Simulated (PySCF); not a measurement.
RbTl: one state, many levels of theory

State: ¹Σ⁺ (singlet), closed shell. Set-up: Rb def2-SVP with ECP28, Tl def2-SVP with ECP60; scalar-relativistic core potentials (PySCF 2.14). De refers to Rb + Tl in their high-spin ground configurations, without counterpoise correction. A positive dipole means Rb(−)Tl(+).

```
      Level  Re (Å)  ωe (cm⁻¹)  De (eV)  μ (D)
    RHF-MP2   3.899       67.2    0.222    n/a
RHF-SCS-MP2   3.941       64.6    0.227    n/a
   RHF-CCSD   3.965       60.6    0.322    n/a
RHF-CCSD(T)   3.988       57.4    0.401    n/a
        LDA   3.806       68.6     0.81  -2.15
        PBE   3.954       61.7     0.61  -2.10
     r²SCAN   3.966       63.2    0.382  -3.09
      B3LYP   3.942       63.9     0.52  -2.53
       PBE0   3.935       64.6    0.464  -3.09
  BHandHLYP   3.930       66.7    0.377  -3.50
```

Q: Which functional lies closest to RHF-CCSD(T) in De, which farthest, and by how much do they differ from it?

A: Closest is r²SCAN (-2.2 pm in Re, +10.1 % in ωe, -0.02 eV in De against RHF-CCSD(T) in the same basis), farthest LDA (-18.2 pm in Re, +19.5 % in ωe, +0.41 eV in De). CCSD(T) converges more slowly with the basis than the functionals do and binds too weakly in this one, so the order can change at the basis-set limit.

Q: What does a quarter of exact exchange do here, going from PBE to PBE0?

A: PBE0 less PBE: -1.9 pm in Re, +4.7 % in ωe, -0.15 eV in De. Exact exchange removes part of the self-interaction that spreads semilocal densities, and in most molecules shortens and stiffens the bond and lowers De; so it does here.

Q: What does the step from GGA to meta-GGA do here, going from PBE to r²SCAN?

A: r²SCAN less PBE: +1.2 pm in Re, +2.4 % in ωe, -0.23 eV in De. 

Correlated steps freeze 4 core orbitals. Closed-shell solutions of metal pairs were not tested for spin polarisation, which can lower them a little. Correlated levels converge slowly with the basis: in double zeta they bind strong bonds too weakly, by up to about 1 eV, and carry superposition errors of some tenths. Spin–orbit coupling is left out, which matters for elements this heavy, above all for dissociation energies. Where the molecule has an RHF reference, its open-shell atoms are computed with UHF.
